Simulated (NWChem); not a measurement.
Everything below was run with NWChem. System: C₂HCl₂, charge 1, spin multiplicity 3, at the geometry of a parent with another charge or spin, in a state set for the comparison that need not be this species' ground state. Its SCF solution wasn't tested for a lower state. Level: UB3LYP/def2-TZVP, VWN1-RPA local correlation.

The NWChem input:

```
start mol
memory heap 200 mb stack 900 mb global 1100 mb
charge 1
geometry units angstroms nocenter noautoz
  C      1.586450     0.821258     0.000000
  C      0.409050     0.229819     0.000000
  Cl    -1.091163     1.112340     0.000000
  Cl     0.230510    -1.519131     0.000000
  H      2.658103     0.608976     0.000000
  symmetry group Cs
end
basis spherical
  * library def2-tzvp
end
dft
  xc b3lyp
  odft
  mult 3
  semidirect memsize 60000000 filesize 0
  iterations 100
end
task dft energy
```

NWChem printed:

```
             Northwest Computational Chemistry Package (NWChem) 7.3.0
             --------------------------------------------------------

                                NWChem Input Module
                                -------------------

 Scaling coordinates for geometry "geometry" by  1.889725989
 (inverse scale =  0.529177249)

 Turning off AUTOSYM since
 SYMMETRY directive was detected!

                             Geometry "geometry" -> ""
                             -------------------------

 Output coordinates in angstroms (scale by  1.889725989 to convert to a.u.)

  No.       Tag          Charge          X              Y              Z
 ---- ---------------- ---------- -------------- -------------- --------------
    1 C                    6.0000     1.58645000     0.82125800     0.00000000
    2 C                    6.0000     0.40905000     0.22981900     0.00000000
    3 Cl                  17.0000    -1.09116300     1.11234000     0.00000000
    4 Cl                  17.0000     0.23051000    -1.51913100     0.00000000
    5 H                    1.0000     2.65810300     0.60897600     0.00000000

 Effective nuclear repulsion energy (a.u.)     177.5649145289

            Nuclear Dipole moment (a.u.)
            ----------------------------
        X                 Y               Z
 ---------------- ---------------- ----------------
     0.0000037795    -0.0000170075     0.0000000000

      Symmetry information
      --------------------

 Group name             Cs
 Group number              2
 Group order               2
 No. of unique centers     5

      Symmetry unique atoms

     1    2    3    4    5


 Summary of "ao basis" -> "" (spherical)
 ------------------------------------------------------------------------------
       Tag                 Description            Shells   Functions and Types
 ---------------- ------------------------------  ------  ---------------------
 *                         def2-tzvp                  on all atoms

                                 NWChem DFT Module
                                 -----------------
[...]
    beta     41     42     43     44     45     46     47     48     49     50
 overlap   0.942  0.941  0.997  0.991  0.988  0.998  0.999  0.993  0.999  0.974

   alpha     51     52     53     54     55     56     57     58     59     60
    beta     51     52     54     53     55     56     57     58     59     60
 overlap   0.950  0.970  0.996  0.998  0.999  0.992  0.997  0.998  0.990  0.985

   alpha     61     62     63     64     65     66     67     68     69     70
    beta     61     62     63     64     65     66     67     68     69     70
 overlap   0.998  0.988  0.995  0.998  0.985  0.980  0.991  0.993  0.996  0.991

   alpha     71     72     73     74     75     76     77     78     79     80
    beta     71     72     73     74     75     76     77     78     79     80
 overlap   0.992  0.999  0.997  1.000  0.997  0.994  1.000  0.998  1.000  0.988

   alpha     81     82     83     84     85     86     87     88     89     90
    beta     81     82     83     84     85     86     87     88     89     90
 overlap   0.991  0.999  0.991  0.995  0.995  0.994  0.993  0.993  0.997  0.992

   alpha     91     92     93     94     95     96     97     98     99    100
    beta     91     92     93     95     94     96     97     98     99    100
 overlap   0.997  0.987  0.989  1.000  0.949  1.000  0.950  0.994  0.993  0.999

   alpha    101    102    103    104    105    106    107    108    109    110
    beta    101    102    103    104    105    106    107    108    109    111
 overlap   0.998  0.998  0.995  0.998  0.986  0.991  0.996  0.986  0.988  0.991

   alpha    111    112    113    114    115    116    117    118    119    120
    beta    110    112    113    114    115    116    117    118    119    120
 overlap   0.949  0.926  0.959  0.895  0.886  0.951  0.983  0.996  0.993  0.960

   alpha    121    122    123    124    125    126    127    128    129    130
    beta    121    122    123    124    125    126    127    128    129    130
 overlap   0.962  0.994  0.998  0.997  1.000  1.000  0.999  0.999  1.000  0.998

   alpha    131    132    133    134    135    136    137    138    139    140
    beta    131    132    133    134    135    136    137    138    139    140
 overlap   0.998  0.999  1.000  1.000  1.000  1.000  1.000  1.000  1.000  1.000

   alpha    141    142
    beta    141    142
 overlap   1.000  1.000

     --------------------------
     Expectation value of S2:
     --------------------------
      <S2> =      2.0104 (Exact =     2.0000)

 center of mass
 --------------
 x =  -0.06908708 y =  -0.01987039 z =   0.00000000

 moments of inertia (a.u.)
 ------------------
         475.156102898973         129.739832795957           0.000000000000
         129.739832795957         295.315960825266           0.000000000000
           0.000000000000           0.000000000000         770.472063724239

     Multipole analysis of the density
     ---------------------------------

     L   x y z        total         alpha         beta         nuclear
     -   - - -        -----         -----         ----         -------
     0   0 0 0      1.000000    -24.000000    -22.000000     47.000000

     1   1 0 0      1.148172     -1.276505      2.424673      0.000004
     1   0 1 0      0.345358     -0.941341      1.286716     -0.000017
     1   0 0 1     -0.000000     -0.000000      0.000000      0.000000

     2   2 0 0    -15.493945    -94.097190    -79.646688    158.249933
     2   1 1 0      0.091796     26.675387     32.648049    -59.231641
     2   1 0 1     -0.000000     -0.000000     -0.000000      0.000000
     2   0 2 0    -19.669313   -131.287924   -120.502527    232.121138
     2   0 1 1     -0.000000     -0.000000      0.000000      0.000000
     2   0 0 2    -24.655759    -13.613609    -11.042150      0.000000

 Task  times  cpu:        9.3s     wall:        9.3s

 Total times  cpu:        9.3s     wall:        9.3s
```
